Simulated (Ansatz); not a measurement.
Basis-set series for `[CH2][SbH][CH3]` radical. The species carries charge 0 and has multiplicity 2. Sb: def2 effective core potential. The structure was optimised at the PBE0-D4/def2-TZVP level.

```xyz
9

C     0.838   -1.278   -0.870
Sb    1.034    0.688   -0.166
C    -0.779    0.706    1.009
H     0.683   -2.099   -0.178
H     1.119   -1.548   -1.882
H     0.330    1.401   -1.557
H    -1.612    0.322    0.424
H    -0.626    0.081    1.889
H    -0.987    1.727    1.330
```

```json
{"functional": "PBE0-D4", "basis": "def2-TZVPP", "functions": "196", "energy (Eh)": "-319.93648", "HOMO (eV)": "-5.93", "LUMO (eV)": "-1.84"}
{"functional": "PBE0-D4", "basis": "def2-QZVPP", "functions": "376", "energy (Eh)": "-319.94347", "HOMO (eV)": "-5.95", "LUMO (eV)": "-1.90"}
{"functional": "ωB97M-V", "basis": "def2-TZVPP", "functions": "196", "energy (Eh)": "-319.92926", "HOMO (eV)": "-7.90", "LUMO (eV)": "-0.09"}
{"functional": "ωB97M-V", "basis": "def2-QZVPP", "functions": "376", "energy (Eh)": "-319.93641", "HOMO (eV)": "-7.92", "LUMO (eV)": "-0.18"}
```

(1) Give the rows for def2-SVP. (An estimate is asked.)

Results:

(1) Ansatz gave: 
```csv
functional,basis,functions,energy (Eh),HOMO (eV),LUMO (eV)
PBE0-D4,def2-SVP,84,-319.83455,-5.84,-1.58
ωB97M-V,def2-SVP,84,-319.81947,-7.79,0.32
```

HOMO and LUMO are taken over both spins.
